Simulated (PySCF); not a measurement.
# Spin-orbit coupling and the fourth ionisation energy along group 14

Two-component X2C-1e calculated with PySCF 2.14: MP2 on generalised Hartree-Fock spinors (GMP2), with spin-orbit coupling off and on (screened by Boettger's factors); no Breit or QED terms. Values in eV; the references (NIST) lie between the lowest levels. Elements whose determinants are no pure J levels are left out.

| element | configurations | spin-free | with spin-orbit | shift | reference |
| --- | --- | --- | --- | --- | --- |
| C (x2c-SVPall-2c, 1s2 frozen) | [He] 2s1 → 1s2 | 63.540 | 63.540 | 0.000 | 64.494 |
| Si (x2c-SVPall-2c, [Ne] frozen) | [Ne] 3s1 → [Ne] | 44.465 | 44.465 | 0.000 | 45.142 |
| Ge (x2c-SVPall-2c, [Ne] frozen) | [Ar] 3d10 4s1 → [Ar] 3d10 | 44.711 | 44.711 | 0.000 | 45.715 |
| Sn (x2c-SVPall-2c, [Ar] 3d10 frozen) | [Kr] 4d10 5s1 → [Kr] 4d10 | 39.460 | 39.461 | 0.001 | 40.74 ± 0.04 |
| Pb (x2c-SVPall-2c, [Kr] 4d10 4f14 frozen) | [Xe] 4f14 5d10 6s1 → [Xe] 4f14 5d10 | 41.906 | 41.929 | 0.023 | 42.333 |

What remains against the references is mostly the basis and correlation beyond MP2.
